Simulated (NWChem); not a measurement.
Species: CH₇BGe; SMILES C[BH][GeH3]

Computed with NWChem. Pople sets run with spherical d functions. Structure relaxed at the B3LYP/6-31G* (spherical d) level. Level r2SCAN/6-31G*: energy and gradient on several grids; changes count from the extra-fine grid, which is no exact limit either.

```
grid     size of the energy change (μHa)  largest change of a gradient component (μHa/bohr)  time, medium = 1 (rough)
-------  -------------------------------  -------------------------------------------------  ------------------------
xcoarse                             3000                                               3000                   about 1
coarse                               100                                                200                   about 1
medium                              < 10                                                200                   about 1
fine                                  20                                                 30                   about 1
xfine                               < 10                                               < 30                         2
```
